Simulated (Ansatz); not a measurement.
One change: `[CH3][Ge]([OH])([F])[Cl]` becomes `[CH3][Ge]([NH2])([OH])[F]`.

Ansatz, PBE0-D4/def2-TZVP geometries, multiplicity 1. Each molecule was computed in one conformer, which needn't be the lowest.

Scalar relativity is left out up to krypton.

```json
{"property": "size of the dipole moment (PBE/def2-TZVPP) / D", "`[CH3][Ge]([OH])([F])[Cl]`": "1.71"}
{"property": "HOMO–LUMO gap (ωB97M-V/def2-TZVPP) / eV", "`[CH3][Ge]([OH])([F])[Cl]`": "13.25"}
{"property": "HOMO–LUMO gap (PBE/def2-TZVPP) / eV", "`[CH3][Ge]([OH])([F])[Cl]`": "6.50"}
{"property": "HOMO energy (B3LYP/def2-TZVPP) / eV", "`[CH3][Ge]([OH])([F])[Cl]`": "-8.95"}
{"property": "size of the dipole moment (B3LYP/def2-TZVPP) / D", "`[CH3][Ge]([OH])([F])[Cl]`": "1.75"}
{"property": "HOMO energy (PBE/def2-TZVPP) / eV", "`[CH3][Ge]([OH])([F])[Cl]`": "-7.65"}
```

Question: Give the same properties after the change, and the shifts. (An estimate is asked.)

Answer: The calculation gave: 
```
                                        property  `[CH3][Ge]([NH2])([OH])[F]`  shift
  size of the dipole moment (PBE/def2-TZVPP) / D                         2.18   0.47
         HOMO–LUMO gap (ωB97M-V/def2-TZVPP) / eV                        12.09  -1.16
             HOMO–LUMO gap (PBE/def2-TZVPP) / eV                         5.78  -0.72
             HOMO energy (B3LYP/def2-TZVPP) / eV                        -7.54   1.41
size of the dipole moment (B3LYP/def2-TZVPP) / D                         2.27   0.52
               HOMO energy (PBE/def2-TZVPP) / eV                        -6.29   1.36
```

With PBE0 the HOMO rises by 1.44 eV and the LUMO rises by 0.50 eV, so the gap narrows by about 0.94 eV. PBE moves the HOMO by 1.36 eV and ωB97M-V by 1.33 eV. Dipoles are sizes alone; their direction can turn.

B3LYP here is the variant with VWN-RPA as its local correlation; programs differ in this.
